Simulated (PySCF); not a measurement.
Frontier levels across methods

Compound: CH7B2N.
SMILES with atom numbers: `[BH2:1][NH:2][BH:3][CH3:4]` (hydrogens: H5, H6 on B1; H7 on N2; H8 on B3; H9, H10, H11 on C4)

Geometry (PBE0-D3(BJ)/def2-SVP, Å), atoms numbered from 1 in this order:
```
atom  x, y, z in Å
B1     2.1050   -0.1789   -0.4921
N2     0.8249    0.3143   -0.1434
B3    -0.3979   -0.4235   -0.1150
C4    -1.7669    0.2307    0.2734
H5     3.0535    0.5723   -0.4776
H6     2.2228   -1.3402   -0.7993
H7     0.7666    1.2979    0.1083
H8    -0.3342   -1.5954   -0.4144
H9    -2.4728    0.1264   -0.5694
H10   -2.2293   -0.3298    1.1040
H11   -1.7169    1.2944    0.5535
```

Basis pcSseg-2 throughout (PySCF), one geometry. Geometry: PBE0-D3(BJ)/def2-SVP, one conformer, isolated molecule.

Task: How do the orbital energies, the gap and the dipole change with the method?

Result: 
```
   method                    kind  HOMO (eV)  LUMO (eV)  gap (eV)  μ (D)  SCF cycles
     BLYP                     GGA      -7.47      -1.87      5.60   1.61          14
     OPBE                     GGA      -7.48      -1.85      5.63   1.65          14
      PBE                     GGA      -7.53      -2.03      5.50   1.65          14
    B97-D                     GGA      -7.56      -1.80      5.76   1.60          14
      LDA                     LDA      -7.57      -2.31      5.26   1.71          13
      KT2                     GGA      -7.60      -2.00      5.60   1.58          14
     BP86                     GGA      -7.64      -2.08      5.56   1.65          14
      KT3                     GGA      -7.66      -1.90      5.76   1.55          14
    B97-2           global hybrid      -8.69      -0.97      7.72   1.56          12
    B3LYP           global hybrid      -8.76      -1.22      7.53   1.55          13
     PBE0           global hybrid      -8.94      -1.01      7.94   1.57          12
 mPW1PW91           global hybrid      -8.98      -1.00      7.99   1.57          12
BHandHLYP           global hybrid     -10.33       0.07     10.40   1.46          12
CAM-B3LYP  range-separated hybrid     -10.43       0.09     10.51   1.53          12
  wB97X-D  range-separated hybrid     -10.89       0.88     11.77   1.54          12
  LC-wPBE  range-separated hybrid     -11.81       1.26     13.07   1.54          12
       HF            Hartree–Fock     -12.41       2.44     14.85   1.37           9
```

The HOMO spans 4.93 eV, from BLYP down to HF, and the gap runs from 5.26 eV (LDA) to 14.85 eV (HF). Over the methods BLYP (0 %), OPBE (0 %), PBE (0 %), B97-D (0 %), LDA (0 %), KT2 (0 %), BP86 (0 %), KT3 (0 %), B97-2 (21 %), B3LYP (20 %), PBE0 (25 %), mPW1PW91 (25 %), BHandHLYP (50 %), HF (100 %), a straight line through the gap against the share of exact exchange rises by 0.93 eV for each 10 % (correlation coefficient 0.999). The dipole ranges from 1.37 D (HF) to 1.71 D (LDA). This basis has no diffuse functions.
